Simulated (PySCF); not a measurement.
# Static response to an electric field

Compound: C6H6GeO3.
Structure used (PBE0-D3(BJ)/def2-SVP), in Å, numbered top down from 1:
```xyz
16
C6H6GeO3 angstrom
O     -3.6667    0.6359    0.1357
C     -2.5060    0.3073    0.0926
C     -1.4112    1.2950    0.0211
C     -0.1289    0.8913   -0.0068
C      0.2543   -0.5282    0.0332
O      1.5435   -0.8548    0.0188
Ge     3.0035    0.2065   -0.1388
C     -0.6903   -1.5068    0.0878
C     -2.1085   -1.1917    0.1096
O     -2.9865   -2.0269    0.1397
H     -1.6930    2.3500   -0.0077
H      0.6703    1.6377   -0.0609
H      4.1385   -0.8149   -0.1210
H      3.0380    1.1627    1.0638
H      2.8967    0.9705   -1.4677
H     -0.3939   -2.5562    0.1145
```

Level: CAM-B3LYP/def2-SVPD (PySCF), static field, nuclei fixed, core orbitals frozen in the response. The polarisability tensor in these axes (au):

```
x   157.28   8.73  -3.22
y     8.73 111.41  -1.33
z    -3.22  -1.33  69.84
```

Problem. Diagonalise the tensor; give its mean and Δα, where Δα² is half the sum of the squared differences of the eigenvalues.

Solution. Principal values 69.69, 109.82 and 159.01 au; mean 112.84 au = 16.72 Å³ = 18.61 × 10⁻⁴⁰ C²·m²/J; Δα = 77.49 au (69 % of the mean).

Problem. What is the dipole moment, and where does it point?

Solution. (7.98, 3.38, -0.44) D, 8.68 D in size, pointing from the negative to the positive side. Measured along this direction, the outermost atoms are O10 at the negative end and H13 at the positive end.

Problem. Directions of the eigenvectors, and the extent of the frame along each?

Solution. Largest value along (0.98, 0.18, -0.04), where the nuclei span 7.42 Å; middle along (-0.18, 0.98, -0.02), 5.06 Å; least along (0.03, 0.02, 1.00), 2.54 Å. The response follows the extents in order.

Problem. Refractivity n − 1 of an ideal gas of it at 350 K and 1 atm, from the electronic α?

Solution. N = p/kT = 2.0968 × 10¹⁹ cm⁻³, so n − 1 = 2π × N × 16.72 × 10⁻²⁴ cm³ = 2203 × 10⁻⁶ at long wavelengths.

Problem. Find the Langevin capture rate constant for H3+ (3.023 u) meeting this molecule (199.953 u), k = 2.342 × 10⁻⁹ cm³/s × √(α in Å³ / reduced mass in u).

Solution. The reduced mass is 2.98 u, so k = 5.55 × 10⁻⁹ cm³/s. The formula leaves out the permanent dipole, which adds to the capture rate.

Problem. How large is μ²/3kT at 400 K beside α?

Solution. In Gaussian units μ²/3kT = 454.38 Å³ against 16.72 Å³, a ratio of 27.17; the Debye molar polarisation (4π/3)N_A(α + μ²/3kT) is 1188.4 cm³/mol, leaving out the vibrational part.

Problem. Form Σ f/ω² (atomic units) for the 10 lowest TDDFT singlets, given as eV and f, and set it beside the mean polarisability, which is this sum over all singlets: 2.21, 0.0000; 3.05, 0.0517; 3.55, 0.0000; 5.49, 0.2033; 5.65, 0.0017; 5.81, 0.0002; 5.97, 0.0004; 6.34, 0.0001; 6.42, 0.1680; 6.46, 0.0046.

Solution. They add up to 12.27 au, 10.9 % of the 112.84 au; the largest single term is 5.00 au, from the state at 5.49 eV. Terms in order: 0.00, 4.11, 0.00, 5.00, 0.04, 0.00, 0.01, 0.00, 3.02, 0.08 au. Higher excitations give the rest. The strengths listed sum to 0.430.

One conformer (not necessarily the lowest) at the PBE0-D3(BJ)/def2-SVP geometry, without solvent, vibrations or thermal averaging. The calculation is non-relativistic, for germanium too.
